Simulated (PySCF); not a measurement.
Si(CF3)(F)(H)2 (CH2F4Si), SMILES F[SiH2]C(F)(F)F.

Geometry: PBE0-D3(BJ)/def2-SVP.

Two levels are set side by side: TDA-PBE/def2-SVPD (PySCF) and TDA-B3LYP/def2-SVPD (PySCF). Vertical, same geometry. The lowest singlet is HOMO→LUMO 98 % with PBE and HOMO→LUMO 98 % with the other functional; states are paired by order. Differences are taken from unrounded values.

```
quantity                               TDA-B3LYP
-------------------------------------  ---------
lowest singlet excitation (eV)              7.71
lowest triplet excitation (TDA) (eV)        7.19
first bright state (f over 0.05) (eV)       9.40
its oscillator strength                     0.17
```

### Question
What does TDA-PBE give, and how far is it from TDA-B3LYP? (Estimate from the structure and the level; the computed values follow.)

### Answer

| quantity | TDA-PBE | TDA-PBE minus TDA-B3LYP |
|---|---|---|
| lowest singlet excitation (eV) | 6.98 | -0.73 |
| lowest triplet excitation (TDA) (eV) | 6.50 | -0.69 |
| first bright state (f over 0.05) (eV) | 8.61 | -0.80 |
| its oscillator strength | 0.12 | -0.05 |

Functionals without exact exchange tend to place singlet excitations lower, as here. Differences between two approximate levels are no errors against the true value.

Rough cost on one machine, each run with all the roots and properties that it gave: TDA-B3LYP against TDA-PBE about 3 times.
